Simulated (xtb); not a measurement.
Br3In, charge +1, doublet, from a rough starting geometry (GFN-xTB shapes and energies of metal compounds can be far from the true ones) (a state made from the parent by changing its charge; the spin is typed, not shown lowest); xtb with GFN2-xTB.

xtb was given this input:
```
$ xtb mol.xyz --gfn 2 --chrg 1 --uhf 1 --opt vtight --json

# file mol.xyz
4

In    -0.02692233    -0.00330511     0.00566807
Br    -1.97149974    -1.51406937    -0.21659423
Br     0.04869547     2.18946215    -1.13001298
Br     2.05728861    -0.75053759     1.31116605
```

The log (banner, timings and long lists left out):

```
   ID    Z sym.   atoms
    1   49 In     1
    2   35 Br     2-4

           -------------------------------------------------
          |                Calculation Setup                |
           -------------------------------------------------

           -------------------------------------------------
          |                 G F N 2 - x T B                 |
           -------------------------------------------------

          ...................................................
          :                      SETUP                      :
          :.................................................:
          :  # basis functions                  40          :
          :  # atomic orbitals                  36          :
          :  # shells                           12          :
          :  # electrons                        23          :
          :  max. iterations                   250          :
          :  Hamiltonian                  GFN2-xTB          :
          :  restarted?                      false          :
          :  GBSA solvation                  false          :
          :  PC potential                    false          :
          :  electronic temp.          300.0000000     K    :
          :  accuracy                    1.0000000          :
          :  -> integral cutoff          0.2500000E+02      :
          :  -> integral neglect         0.1000000E-07      :
          :  -> SCF convergence          0.1000000E-05 Eh   :
          :  -> wf. convergence          0.1000000E-03 e    :
          :  Broyden damping             0.4000000          :
          :  net charge                          1          :
          :  unpaired electrons                  1          :
          ...................................................

 iter      E             dE          RMSdq      gap      omega  full diag
   1    -13.0718926 -0.130719E+02  0.243E+01    2.61       0.0  T
   2    -13.0170043  0.548883E-01  0.121E+01    2.85       1.0  T
   3    -12.8316332  0.185371E+00  0.172E+01    1.88       1.0  T
   4    -12.8698553 -0.382222E-01  0.999E+00    2.06       1.0  T
   5    -12.7467173  0.123138E+00  0.109E+01    1.68       1.0  T
   6    -13.0579262 -0.311209E+00  0.874E+00    2.58       1.0  T
   7    -13.0168645  0.410618E-01  0.633E+00    2.48       1.0  T
   8    -13.0526327 -0.357682E-01  0.541E+00    2.59       1.0  T
   9    -13.0140013  0.386314E-01  0.602E+00    2.57       1.0  T
  10    -13.0498685 -0.358672E-01  0.381E+00    2.64       1.0  T
  11    -13.0584188 -0.855031E-02  0.330E+00    2.68       1.0  T
  12    -13.0308626  0.275562E-01  0.515E+00    2.63       1.0  T
  13    -13.0257652  0.509735E-02  0.498E+00    2.64       1.0  T
  14    -13.0822179 -0.564527E-01  0.279E+00    2.71       1.0  T
  15    -13.0770363  0.518167E-02  0.284E+00    2.70       1.0  T
  16    -13.0730178  0.401850E-02  0.284E+00    2.70       1.0  T
  17    -13.0650069  0.801088E-02  0.322E+00    2.70       1.0  T
  18    -13.0758084 -0.108016E-01  0.251E+00    2.70       1.0  T
  19    -13.0822749 -0.646647E-02  0.203E+00    2.71       1.0  T
  20    -13.0866526 -0.437765E-02  0.148E+00    2.72       1.0  T
  21    -13.0911345 -0.448194E-02  0.515E-01    2.72       1.0  T
  22    -13.0895772  0.155728E-02  0.884E-01    2.72       1.0  T
  23    -13.0913104 -0.173321E-02  0.393E-01    2.72       1.0  T
  24    -13.0906256  0.684801E-03  0.605E-01    2.72       1.0  T
  25    -13.0915007 -0.875046E-03  0.341E-01    2.72       1.0  T
  26    -13.0916027 -0.101997E-03  0.217E-01    2.72       1.0  T
  27    -13.0915294  0.732823E-04  0.189E-01    2.72       1.0  T
  28    -13.0915976 -0.682051E-04  0.113E-01    2.72       1.0  T
  29    -13.0916088 -0.111399E-04  0.933E-02    2.72       1.0  T
  30    -13.0916190 -0.102261E-04  0.738E-02    2.72       1.0  T
  31    -13.0916183  0.643552E-06  0.508E-02    2.72       1.0  T
  32    -13.0916164  0.192702E-05  0.430E-02    2.72       1.2  T
  33    -13.0916193 -0.284346E-05  0.211E-02    2.72       2.4  T
  34    -13.0916203 -0.106913E-05  0.498E-03    2.72      10.0  T
  35    -13.0916203  0.411357E-07  0.620E-03    2.72       8.1  T
  36    -13.0916203 -0.409206E-07  0.174E-03    2.72      28.7  T
  37    -13.0916203  0.499849E-10  0.132E-03    2.72      37.9  T
  38    -13.0916203 -0.238397E-08  0.542E-04    2.72      92.2  T
  39    -13.0916203  0.779838E-10  0.557E-04    2.72      89.8  T

   *** convergence criteria satisfied after 39 iterations ***

         :::::::::::::::::::::::::::::::::::::::::::::::::::::
         ::                     SUMMARY                     ::
         :::::::::::::::::::::::::::::::::::::::::::::::::::::
         :: total energy             -13.081715901385 Eh    ::
         :: gradient norm              0.021340332217 Eh/a0 ::
         :: HOMO-LUMO gap              2.722236538632 eV    ::
         ::.................................................::
         :: SCC energy               -13.091617399729 Eh    ::
         :: -> isotropic ES            0.115276865741 Eh    ::
         :: -> anisotropic ES          0.004852061491 Eh    ::
         :: -> anisotropic XC         -0.000623454604 Eh    ::
         :: -> dispersion             -0.004114436435 Eh    ::
         :: repulsion energy           0.009901498344 Eh    ::
         :: add. restraining           0.000000000000 Eh    ::
         :: total charge               1.000000000549 e     ::
         :::::::::::::::::::::::::::::::::::::::::::::::::::::

      -----------------------------------------------------------
     |                   =====================                   |
     |                        A N C O P T                        |
     |                   =====================                   |
     |               Approximate Normal Coordinate               |
     |                Rational Function Optimizer                |
      -----------------------------------------------------------
[...]
 * total energy  :   -13.0817159 Eh     change        0.2203393E-09 Eh
 * total energy  :   -13.0826920 Eh     change       -0.9760747E-03 Eh
 * total energy  :   -13.0836843 Eh     change       -0.9922972E-03 Eh
 * total energy  :   -13.0836939 Eh     change       -0.9605285E-05 Eh
 * total energy  :   -13.0837887 Eh     change       -0.9486287E-04 Eh
 * total energy  :   -13.0837899 Eh     change       -0.1166259E-05 Eh
 * total energy  :   -13.0837903 Eh     change       -0.3623978E-06 Eh
 * total energy  :   -13.0837903 Eh     change       -0.5755498E-07 Eh
   *** GEOMETRY OPTIMIZATION CONVERGED AFTER 8 ITERATIONS ***
[...]
          :  Broyden damping             0.4000000          :
          :  net charge                          1          :
          :  unpaired electrons                  1          :
          ...................................................

 iter      E             dE          RMSdq      gap      omega  full diag
   1    -13.0897926 -0.130898E+02  0.691E-05    2.31       0.0  T
   2    -13.0897926  0.228597E-08  0.812E-04    2.31      61.6  T
   3    -13.0897926 -0.226147E-08  0.990E-05    2.31     505.2  T

   *** convergence criteria satisfied after 3 iterations ***

         :::::::::::::::::::::::::::::::::::::::::::::::::::::
         ::                     SUMMARY                     ::
         :::::::::::::::::::::::::::::::::::::::::::::::::::::
         :: total energy             -13.083790329820 Eh    ::
         :: gradient norm              0.000076480588 Eh/a0 ::
         :: HOMO-LUMO gap              2.306134488812 eV    ::
         ::.................................................::
         :: SCC energy               -13.089789164689 Eh    ::
         :: -> isotropic ES            0.112648584738 Eh    ::
         :: -> anisotropic ES          0.003791294096 Eh    ::
         :: -> anisotropic XC          0.000222814127 Eh    ::
         :: -> dispersion             -0.004008193646 Eh    ::
         :: repulsion energy           0.005998834869 Eh    ::
         :: add. restraining           0.000000000000 Eh    ::
         :: total charge               1.000000000000 e     ::
         :::::::::::::::::::::::::::::::::::::::::::::::::::::

           -------------------------------------------------
          |                Property Printout                |
           -------------------------------------------------

    * Orbital Energies and Occupations

         #    Occupation            Energy/Eh            Energy/eV
      -------------------------------------------------------------
         1        2.0000           -1.0428871             -28.3784
         2        2.0000           -1.0428808             -28.3782
         3        2.0000           -1.0410127             -28.3274
         4        2.0000           -0.7965026             -21.6739
         5        2.0000           -0.6784937             -18.4628
         6        2.0000           -0.6784703             -18.4621
         7        1.9961           -0.6609278             -17.9848
         8        1.9960           -0.6609148             -17.9844
         9        1.9040           -0.6578013             -17.8997
        10        1.9032           -0.6577933             -17.8995
        11        1.8992           -0.6577500             -17.8983
        12        1.3016           -0.6548734             -17.8200 (HOMO)
        13                         -0.5701246             -15.5139 (LUMO)
        14                         -0.3781831             -10.2909
        15                         -0.2673686              -7.2755
        16                         -0.2672028              -7.2710
        17                         -0.2147291              -5.8431
        18                         -0.2146793              -5.8417
        19                         -0.2010728              -5.4715
        20                         -0.2010629              -5.4712
        21                         -0.1978156              -5.3828
        22                         -0.1911257              -5.2008
        23                         -0.1898788              -5.1669
       ...                                ...                  ...
        36                          1.3689354              37.2506
      -------------------------------------------------------------
                  HL-Gap            0.0847489 Eh            2.3061 eV
             Fermi-level           -0.6340851 Eh          -17.2543 eV

     #   Z          covCN         q      C6AA      α(0)
     1  49 In       2.416     0.416   275.342    32.177
     2  35 Br       0.805     0.195   179.397    21.595
     3  35 Br       0.805     0.195   179.398    21.595
     4  35 Br       0.805     0.195   179.397    21.595

 Mol. C6AA /au·bohr⁶  :       3207.457249
 Mol. C8AA /au·bohr⁸  :     270204.537995
 Mol. α(0) /au        :         96.961114

Wiberg/Mayer (AO) data.
largest (>0.10) Wiberg bond orders for each atom

 ---------------------------------------------------------------------------
     #   Z sym  total        # sym  WBO       # sym  WBO       # sym  WBO
 ---------------------------------------------------------------------------
     1  49 In   2.667 --     2 Br   0.889     4 Br   0.889     3 Br   0.889
     2  35 Br   1.485 --     1 In   0.889     4 Br   0.298     3 Br   0.298
     3  35 Br   1.484 --     1 In   0.889     2 Br   0.298     4 Br   0.298
     4  35 Br   1.484 --     1 In   0.889     2 Br   0.298     3 Br   0.298
 ---------------------------------------------------------------------------

Topologies differ in total number of bonds
Writing topology from bond orders to xtbtopo.mol

molecular dipole:
                 x           y           z       tot (Debye)
 q only:        0.050      -0.037      -0.014
   full:        0.051      -0.038      -0.014       0.164
molecular quadrupole (traceless):
                xx          xy          yy          xz          yz          zz
 q only:        1.856       1.676       1.645       3.305      -3.508      -3.501
  q+dip:        0.957       0.860       0.849       1.706      -1.812      -1.806
   full:        0.057       0.044       0.051       0.101      -0.109      -0.107

optimized geometry written to: xtbopt.xyz

           -------------------------------------------------
          | TOTAL ENERGY              -13.083790329820 Eh   |
          | GRADIENT NORM               0.000076480588 Eh/α |
          | HOMO-LUMO GAP               2.306134488812 eV   |
           -------------------------------------------------

normal termination of xtb
```
